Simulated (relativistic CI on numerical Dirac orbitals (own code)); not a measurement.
Spin-allowed bands of a d3 ion in a tetrahedral site, by hand

Problem. Take Δ = 7620 cm⁻¹ and B = 600 cm⁻¹ for a d3 ion in a tetrahedral site. Calculate the three spin-allowed bands.

Working.
1. The terms of highest spin are 4F (energy 0) and 4P (15B = 9000 cm⁻¹). Here the F term splits into A2 at +1.2Δ = 9144, T2 at +0.2Δ = 1524 and T1 at −0.6Δ = -4572 cm⁻¹.
2. The two T1 states mix through the element 0.4Δ: H = [[-4572, 3048], [3048, 9000]], with roots ½(H₁₁ + H₂₂) ∓ ½√[(H₂₂ − H₁₁)² + 4H₁₂²] = ½(4428) ∓ ½(14878) = -5225 and 9653 cm⁻¹.
3. The ground term is 4T1 at -5225 cm⁻¹.
4. Bands: 4T2 6749 cm⁻¹ (1482 nm), 4A2 14369 cm⁻¹ (696 nm), 4T1(P) 14878 cm⁻¹ (672 nm).

Check. Exact diagonalisation of the whole d3 shell with these parameters gives 4T2 6749, 4A2 14369, 4T1 14878 cm⁻¹. The match is exact, since without spin-orbit coupling no other term has this spin. The ratio of the second band to the first, 2.129, depends on Δ/B = 12.7 alone, which is how a Tanabe-Sugano diagram is read.
